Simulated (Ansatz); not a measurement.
Born–Oppenheimer molecular dynamics of ClGe₂H₇O (11 atoms, charge 0, multiplicity 1). It starts at the highest image of a converged band. Of that band: Neighbouring images differ by up to 2.1 eV, so the band resolves the path poorly. A vibrational analysis at the climbing image gives one clearly imaginary mode, 1250i cm⁻¹: a first-order saddle point.

The calculation used RKS PBE-D4/def2-SVP (Ansatz 0.2.0).

| Item | Value |
| --- | --- |
| ensemble | NVE (velocity Verlet) |
| time step | 0.5 fs |
| steps asked | 200 |
| starting velocities drawn for | 100 K |
| seed | 4791 |

First frame:

```xyz
11
Properties=species:S:1:pos:R:3
Ge 0.096 -0.290 0.061
Ge 0.181 0.117 2.754
H -1.111 -0.202 3.556
H 1.393 -0.504 3.519
H 0.378 1.659 2.763
H 1.598 0.018 -0.076
O -1.341 0.777 0.210
H -1.836 0.674 -0.633
Cl -0.457 -1.006 -2.019
H 0.120 -2.030 0.529
H 0.066 -1.407 1.365
```

**Question.** What does the run give?

**Answer.** The run went to its last step.

| Item | Value |
| --- | --- |
| steps done | 200 |
| time covered | 100 fs |
| mean temperature over the second half | 1676 K |
| spread of the potential energy over the second half | 25.0 meV per atom |
| mean potential energy of the second half above the start | -166.7 meV per atom |

The conserved energy stayed within 0.038 meV per atom of its start (net change 0.0029 meV per atom), so the integration is sound. The kinetic energy rose, since the run started high on the potential surface and went downhill. It ends in pieces (ClGe2H5O + H2), so much of that is their flight and rotation, not heat. A run of 0.1 ps of so small a system gives no equilibrium averages. The orbitals stay closed-shell, which can raise the energy where a bond breaks towards radicals; this wasn't checked here.

**Question.** What happens to the structure?

**Answer.** Between its relaxed ends the band would form Ge1–H10, Ge2–H11 and break Ge1–Ge2, H10–H11. These pairs go: Ge1–H10 1.80 → 10.24 Å, Ge2–H11 2.06 → 9.69 Å, Ge1–Ge2 2.72 → 2.36 Å, H10–H11 1.04 → 0.78 Å. In the last frame they stand as before the step (other bonds may differ from the relaxed reactants and products). Also parted: Ge1–H11 1.72 → 9.68 Å. It ends as ClGe2H5O + H2. Pairs count as bonded within 1.25 times the sum of covalent radii (0.12 Å more for H–H). Another seed would give other details.

**Question.** How do temperature and energy run in time?

**Answer.** 
| time (fs) | T (K) | potential energy less start (eV) | conserved less start (meV/atom) |
| --- | --- | --- | --- |
| 0 | 100 | 0.000 | 0.00 |
| 5 | 69 | 0.036 | 0.02 |
| 10 | 98 | 0.003 | 0.02 |
| 15 | 303 | -0.235 | 0.02 |
| 20 | 714 | -0.714 | -0.01 |
| 25 | 990 | -1.035 | 0.00 |
| 30 | 1090 | -1.152 | 0.00 |
| 35 | 1188 | -1.266 | -0.01 |
| 40 | 1277 | -1.369 | 0.00 |
| 45 | 1292 | -1.386 | 0.01 |
| 50 | 1307 | -1.404 | -0.02 |
| 55 | 1339 | -1.442 | 0.00 |
| 60 | 1429 | -1.545 | 0.02 |
| 65 | 1552 | -1.689 | -0.02 |
| 70 | 1617 | -1.765 | -0.02 |
| 75 | 1634 | -1.785 | 0.02 |
| 80 | 1707 | -1.869 | 0.01 |
| 85 | 1865 | -2.053 | -0.01 |
| 90 | 2030 | -2.245 | -0.02 |
| 95 | 1999 | -2.209 | 0.01 |
| 100 | 1873 | -2.063 | 0.00 |

Time of the run: 4.9 min on 4 threads of Arm Neoverse V1, on a shared host, peak memory 0.23 GiB.
